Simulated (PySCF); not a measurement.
Si(H)(F)(Br)(OMe) (CH₄BrFOSi), SMILES O(C)[SiH](F)Br.

Geometry optimised at PBE0-D3(BJ)/def2-SVP. The structure was generated by enumeration, and PubChem lists no compound with its InChIKey, so it may never have been made. One conformer was computed; it need not be the lowest.

These are SMD-M06-2X/6-31G* run with PySCF values and carry that method's errors.

Solvation free energies are E(SMD) − E(gas) at the gas-phase geometry, for 1 M in both phases. Bromine has the revised SMD18 radius of 2.60 Å. In vacuum the dipole moment is 2.70 D.

Computed solvation free energies in water, chloroform, diethylether:
```
solvent       ΔG(solv) (kcal/mol)  its non-electrostatic (CDS) part  dipole (D)
------------  -------------------  --------------------------------  ----------
water                        -1.8                               2.6        3.38
chloroform                   -4.3                              -1.6        3.17
diethylether                 -4.5                              -2.0        3.14
```
